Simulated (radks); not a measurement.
Task: All-electron calculation, scalar-relativistic Kohn-Sham, r2SCAN, spin-polarised, spherical densities, finite nucleus; open shells are filled with parallel spins first; meta-GGA in the generalised Kohn-Sham scheme; Fermi nuclear charge, rms radius of each element as measured or else 0.836 A^(1/3) + 0.57 fm. Program: a radial shooting solver on a logarithmic mesh with Libxc functionals. Each species is in its NIST ground configuration. Rank Li, O, N, F, Ne, Be, B, C by mean radius of the outermost orbital (bohr), largest first.

Result: Li 3.81, Be 2.62, B 2.24, C 1.73, N 1.41, O 1.35, F 1.13, Ne 0.974.
